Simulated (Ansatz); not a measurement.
A run for Ansatz (an electronic-structure program): U-B3LYP/def2-TZVPP on CH3O (SMILES C[O]).

Ansatz 0.2 input:
```yaml
crystal:
  periodic: [false, false, false]
  atoms:
    - {symbol: C, position_ang: [-0.03975157, 0.01370869, -0.03567005]}
    - {symbol: O, position_ang: [1.30002102, -0.22432244, -0.10332969]}
    - {symbol: H, position_ang: [-0.30919073, -0.12895340, 1.02980838]}
    - {symbol: H, position_ang: [-0.31100261, 1.04913560, -0.28565951]}
    - {symbol: H, position_ang: [-0.64017611, -0.70956846, -0.60524913]}
basis:
  gaussian:
    orbitals: def2-TZVPP
hamiltonian:
  xc: {name: B3LYP}
magnetization: {spin_polarized: true, initial_magnetization: 1}
```

The log:

```
WARN ansatz: RAYON_NUM_THREADS=1 ignored (pool sized by the plan → 1); use --threads N
Functional definition: B3LYP
integrals: 0.02 GiB planned
508 factors; their error is unknown
mean field: 0.28 GiB planned
mean field evaluation 1: about -3128.9412 eV, gradient 2.7e1 eV
mean field evaluation 2: about -3128.0815 eV, gradient 3.1e1 eV
mean field evaluation 4: about -3132.1538 eV, gradient 2.3e0 eV
mean field evaluation 8: about -3132.1705 eV, gradient 2.5e-2 eV
mean field evaluation 16: about -3132.1705 eV, gradient 2.4e-4 eV
mean field evaluation 32: about -3132.1048 eV, gradient 2.1e-1 eV
mean field -3132.17050316 eV, -115.1051429299 hartree, gradient 6.8e-6 eV, S^2 0.753648; 2 other end points of the search recorded, 0 dependent functions left out
reference -3132.17069818 eV, -115.1051500966 hartree; 9, 8 occupied and 95, 96 virtual orbitals, 508 factors
Total energy: -3132.17069818 eV, -115.1051500966 hartree
```

The calculation finished and met its thresholds.

Cost: roughly 6 core-seconds.
